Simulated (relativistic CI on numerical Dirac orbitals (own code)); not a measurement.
## One change at a time: Rb27+

Base calculation: Dirac-Coulomb-Breit CI, orbitals from a KLI potential per configuration, model QED (radiative potential, 1s self-energy scaled to tabulated hydrogen-like ionisation energies), unscaled Slater integrals.

Configuration list (outside the closed core 1s2): 2s2 2p6, 2s2 2p5 3s, 2s2 2p5 3p, 2s2 2p5 3d, 2s 2p6 3s, 2s 2p6 3p, 2s 2p6 3d, 2s2 2p5 4s, 2s2 2p5 4p, 2s2 2p5 4d, 2s2 2p5 4f, 2s 2p6 4s, 2s 2p6 4p, 2s2 2p4 3s2, 2s 2p6 4d, 2s 2p6 4f. Levels of other configurations are missing.

Variants: (1) only the first 3 configurations. Shifts of the energy above 2s2 2p6 1S_0, in eV, for the lowest level and the first level of each name with at least 55 % of one term (blank where a level changes its place among those of its configuration and J or its character, or is not in the variant):

```csv
Level,Base,Δ(1)
2s2 2p6 1S_0,0.00,0.00
2s2 2p5 3s 3P°_2,1760.51,+0.36
2s2 2p5 3s 1P°_1,1763.90,+0.40
2s2 2p5 3s 3P°_0,1822.75,+0.47
2s2 2p5 3s 3P°_1,1824.46,+0.52
2s2 2p5 3p 3D_3,1830.40,+0.17
2s2 2p5 3p 1P_1,1830.85,+0.44
2s2 2p5 3p 3P_2,1835.40,+0.05
2s2 2p5 3p 3P_0,1852.47,+0.32
2s2 2p5 3p 3D_1,1877.95,+0.21
2s2 2p5 3p 3P_1,1893.57,+0.64
2s2 2p5 3d 3P°_0,1896.51,
2s2 2p5 3d 3P°_1,1899.04,
2s2 2p5 3p 1S_0,1901.37,+0.97
```

At this charge energies of transitions that change n are usually good to better than 1 %, and those within a shell (Δn = 0) to a few per cent.

Ionisation energy from the two ground configurations alone: base 3128.95 eV. The NIST ASD value (semi-empirical) is 3133.3 eV.

LS names give the leading component of a level, which can be under half, so a name can repeat, a term be missing and a line seem to break the LS rules.
